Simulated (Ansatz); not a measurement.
Job for Ansatz (a first-principles code): R-CCSD(T)/def2-SVP on GaH2IO2 (SMILES [OH][Ga]([OH])[I]), a point of a torsion scan. Elements past Kr take the def2 small-core potentials; no spin–orbit coupling. The run froze 25 orbitals, filled d shells among them.

Ansatz 0.2 input:
```yaml
crystal:
  periodic: [false, false, false]
  atoms:
    - {symbol: O, position_ang: [-0.83918036, -1.22418931, 0.46140727]}
    - {symbol: Ga, position_ang: [0.36753833, 0.01969114, 0.33601626]}
    - {symbol: O, position_ang: [1.27751282, 0.43233142, 1.74839854]}
    - {symbol: I, position_ang: [0.84214593, 1.22675773, -1.77303274]}
    - {symbol: H, position_ang: [-1.40748986, -1.54667041, -0.23504332]}
    - {symbol: H, position_ang: [1.10486960, -0.02573088, 2.57141741]}
basis:
  gaussian:
    orbitals: def2-SVP
magnetization: {spin_polarized: false}
correlation: {method: ccsd_t, electrons: outside_noble_gas}
scf: {lower_state_search: off}
```

Output:

```
WARN ansatz: RAYON_NUM_THREADS=1 ignored (pool sized by the plan → 1); use --threads N
Functional definition: HF
these checks for a lower state are left out or cut short: stability, starts, cluster_reference, orbital_swaps, neighbouring_geometries, increment
integrals: 0.12 GiB planned
1015 factors; integrals over basis functions are off by at most 8.0e-4 eV
mean field: 0.37 GiB planned
mean field evaluation 1: about -64501.4813 eV, gradient 4.7e1 eV
mean field evaluation 2: about -64501.5217 eV, gradient 4.7e1 eV
mean field evaluation 4: about -64505.7131 eV, gradient 2.5e0 eV
mean field evaluation 8: about -64505.7382 eV, gradient 1.6e-4 eV
mean field -64505.73817669 eV, -2370.5421544336 hartree, gradient 1.3e-6 eV, S^2 0.000000; 0 other end points of the search recorded, 0 dependent functions left out
25 core orbitals not correlated, not the lowest: weight in the atoms' cores, before any rotation towards them, 0.630 or more for the frozen orbitals, at most 0.361 for the correlated occupied ones
reference -64505.73817669 eV, -2370.5421544336 hartree; 12, 12 occupied and 59, 59 virtual orbitals, 1015 factors
second order -14.56849548 eV of doubles, -0.00000000 eV of singles
coupled cluster: 0.24 GiB planned
cycle   1  -14.68135461 eV  change   -1.1e-1 eV  update   9.5e-2
cycle   2  -14.99457522 eV  change   -3.1e-1 eV  update   2.8e-2
cycle   3  -15.09260855 eV  change   -9.8e-2 eV  update   1.7e-2
cycle   4  -15.08883007 eV  change    3.8e-3 eV  update   3.9e-3
cycle   5  -15.08601057 eV  change    2.8e-3 eV  update   1.6e-3
cycle   6  -15.08627887 eV  change   -2.7e-4 eV  update   5.0e-4
cycle   7  -15.08611814 eV  change    1.6e-4 eV  update   1.5e-4
cycle   8  -15.08606412 eV  change    5.4e-5 eV  update   4.8e-5
cycle   9  -15.08607884 eV  change   -1.5e-5 eV  update   1.6e-5
perturbative correction -0.33178073 eV, -0.0121927171 hartree
Total energy: -64521.15603626 eV, -2371.1087503222 hartree
Checks for a lower state left out: stability, starts, cluster_reference, orbital_swaps, neighbouring_geometries, increment
```

Self-consistency was reached.

Cost: roughly 4 core-seconds.
